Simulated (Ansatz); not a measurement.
C2H7BZn, SMILES `B[CH](C)[ZnH]`, relaxed with RKS PBE0-D4/def2-TZVP in Ansatz 0.2.0 from a PBE-D4/def2-SVP geometry. The force threshold is 0.005 eV/Å; the program also tests the step.

Total charge 0; spin multiplicity 1.

Start:

```xyz
11

B    -0.595    0.968   -0.871
C    -0.066    0.392    0.407
C     1.350   -0.102    0.641
Zn   -1.347   -1.101   -0.320
H    -1.749    1.398   -0.909
H     0.034    0.884   -1.919
H    -0.637    0.572    1.347
H     1.414   -1.010    1.280
H     1.938    0.682    1.166
H     1.873   -0.312   -0.314
H    -2.214   -2.372   -0.507
```

| step | energy (eV) | largest force (eV/Å) | largest move (Å) |
| --- | --- | --- | --- |
| 1 | -51274.1331 | 0.534 | 0.000 |
| 2 | -51274.1697 | 0.153 | 0.026 |
| 3 | -51274.1746 | 0.104 | 0.030 |
| 4 | -51274.1763 | 0.062 | 0.021 |
| 5 | -51274.1770 | 0.117 | 0.056 |
| 6 (rejected) | -51274.1729 | 0.200 | 0.046 |
| 7 | -51274.1782 | 0.017 | 0.013 |
| 8 | -51274.1782 | 0.009 | 0.009 |
| 9 | -51274.1783 | 0.003 | 0.004 |

End:

```xyz
11

B    -0.584    1.005   -0.872
C    -0.094    0.389    0.388
C     1.313   -0.119    0.624
Zn   -1.311   -1.150   -0.252
H    -1.691    1.486   -0.915
H     0.050    0.921   -1.892
H    -0.639    0.606    1.315
H     1.366   -1.022    1.241
H     1.897    0.644    1.149
H     1.824   -0.322   -0.320
H    -2.131   -2.439   -0.466
```

Hardware: 4 threads of an Arm Neoverse V2 on a shared host. Wall time 29 s, peak host memory 0.48 GiB.
